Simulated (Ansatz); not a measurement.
Consider the cleavage of the Si–B bond: `B[SiH2][GeH3]` + CH₃SH → `CS[SiH2][GeH3]` + BH₃.

Isolated molecules relaxed with PBE0-D4/def2-TZVP in Ansatz; ΔE leaves out vibrations. CBS: MP2 limit from def2 TZ/QZ plus the TZ coupled-cluster correction, frozen cores. This one scheme is used for every species. For Ge outer-core shells are correlated without core-valence functions, which leaves a few kJ/mol of doubt a bond. Scalar relativity is left out up to krypton. Each species was taken in one conformer, which may not be the lowest.

`B[SiH2][GeH3]`:

Z-matrix (Å, degrees):
```
Si
Ge 1 2.400
B 1 1.985 2 101.7
H 1 1.488 2 107.0 3 -121.5
H 1 1.488 2 107.0 3 121.5
H 2 1.538 1 109.7 3 179.5
H 2 1.538 1 110.8 3 59.7
H 2 1.538 1 110.8 3 -60.7
H 3 1.196 1 120.8 2 86.7
H 3 1.196 1 120.8 2 -86.8
```

CH₃SH:

```xyz
6

C     0.240   -0.222   -0.367
S     0.044    0.430    1.306
H    -0.477   -1.016   -0.573
H     1.245   -0.643   -0.412
H     0.159    0.565   -1.115
H    -1.210    0.885    1.161
```

`CS[SiH2][GeH3]`:

Z-matrix (Å, degrees):
```
C
S 1 1.816
H 1 1.090 2 111.4
H 1 1.090 2 106.6 3 -118.6
H 1 1.090 2 111.0 3 122.9
Si 2 2.130 1 99.8 3 -62.5
Ge 6 2.383 2 112.1 1 64.4
H 6 1.491 2 110.4 1 -57.9
H 6 1.486 2 105.4 1 -175.8
H 7 1.537 6 110.3 2 63.6
H 7 1.539 6 111.0 2 -175.8
H 7 1.540 6 110.8 2 -56.1
```

BH₃:

```xyz
4

B     0.000    0.000    0.000
H     0.204    0.599   -1.012
H    -1.109   -0.345    0.276
H     0.904   -0.255    0.736
```

| species | CCSD(T)/CBS(def2) energy (Eh) |
| --- | --- |
| `B[SiH2][GeH3]` | -2394.14795 |
| CH₃SH | -438.22835 |
| `CS[SiH2][GeH3]` | -2805.84917 |
| BH₃ | -26.55200 |

Task: Work out ΔE.

Result: ΔE = (-2805.84917) + (-26.55200) − (-2394.14795) − (-438.22835) = -0.02487 Eh = -0.68 eV.

Largest T1 diagnostic among the species: 0.013.

The D4 term adds −0.09 eV with B3LYP and −0.05 eV with PBE0; it sums over pairs of atoms, weighted by their polarisabilities, and B3LYP, whose exchange is more repulsive, gets the larger term. At CCSD(T), def2-SVP lies +0.13 eV from the extrapolated value and def2-TZVPP +0.04 eV.

B3LYP here is the variant with VWN-RPA as its local correlation; programs differ in this.
